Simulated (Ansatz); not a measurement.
Ideal-gas functions of `C[CH2][Mg][Br]` at 400 K and 1 bar, from an Ansatz frequency run at PBE0-D4/def2-TZVP.

Molar mass 133.27 g/mol, point group Cs (symmetry number 1), electronic degeneracy 1, moments of inertia 21.511, 537.368, 552.713 u Å². Harmonic wavenumbers (cm⁻¹, unscaled): 61, 86, 201, 223, 306, 549, 573, 916, 950, 1020, 1174, 1252, 1405, 1444, 1490, 1502, 3019, 3026, 3062, 3077, 3100.

Use S(trans) = R[1.5 ln M + 2.5 ln T − 1.1517]; rotational temperatures θ = 24.2544 K / I; S(rot) = R[ln(√π/σ · √(T³/θAθBθC)) + 1.5]; for each mode x = 1.438777 ν̃/T, S = R[x/(eˣ − 1) − ln(1 − e⁻ˣ)] and H = RT x/(eˣ − 1); 1 cm⁻¹ = 0.0119627 kJ/mol; R = 8.31446 J/(mol·K).

**Question.** By hand: the entropy, in J/(mol·K).

**Answer.** Translation 176.0. Rotation: θ = 1.1275, 0.0451, 0.0439 K, giving 117.3. Vibration, mode by mode: 20.94, 18.10, 11.19, 10.37, 7.92, 3.89, 3.63, 1.37, 1.24, 1.01, 0.65, 0.51, 0.32, 0.29, 0.25, 0.24, 0.00, 0.00, 0.00, 0.00, 0.00, in all 81.9. Electronic 0.0. Sum 375.2 J/(mol·K).

**Question.** By hand: H − E and G − E in kJ/mol, counted from the electronic energy.

**Answer.** Zero-point energy ½ × 28436 × 0.0119627 = 170.1; thermal vibration 16.0; translation, rotation and pV give 4 RT = 13.3. H − E = 199.4 kJ/mol, and G − E = 199.4 − 400 × 375.2/1000 = 49.3 kJ/mol.

Vibration gives 22 % of the entropy, 39.0 J/(mol·K) of it from the modes under 150 cm⁻¹: soft modes count most, and the harmonic formula is weakest for them. The sum counts one conformer and one mirror image; others add a mixing term.
